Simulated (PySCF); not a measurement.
Ge(Cl)(SiH3) (ClGeH₃Si), SMILES [SiH3][Ge][Cl] (connectivity only; charge and spin as stated), neutral, multiplicity 1.

Coordinates come from a PBE-D3(BJ)/def2-SVP optimisation.

Calculation: CAM-B3LYP/def2-TZVPD (PySCF).

Symmetry labels are those of the subgroup Cs that the program uses (full group Cs).

Computed valence orbital energies around the gap with their symmetry:
```json
[
 {"orbital": "HOMO−7", "symmetry": "A'", "energy (eV)": "-17.19"},
 {"orbital": "HOMO−6", "symmetry": "A'", "energy (eV)": "-15.14"},
 {"orbital": "HOMO−5", "symmetry": "A'", "energy (eV)": "-11.44"},
 {"orbital": "HOMO−4", "symmetry": "A\"", "energy (eV)": "-11.36"},
 {"orbital": "HOMO−3", "symmetry": "A'", "energy (eV)": "-11.01"},
 {"orbital": "HOMO−2", "symmetry": "A\"", "energy (eV)": "-10.70"},
 {"orbital": "HOMO−1", "symmetry": "A'", "energy (eV)": "-10.53"},
 {"orbital": "HOMO", "symmetry": "A'", "energy (eV)": "-7.87"},
 {"orbital": "LUMO", "symmetry": "A\"", "energy (eV)": "-2.36"},
 {"orbital": "LUMO+1", "symmetry": "A'", "energy (eV)": "0.03"},
 {"orbital": "LUMO+2", "symmetry": "A'", "energy (eV)": "0.65"},
 {"orbital": "LUMO+3", "symmetry": "A'", "energy (eV)": "0.86"}
]
```
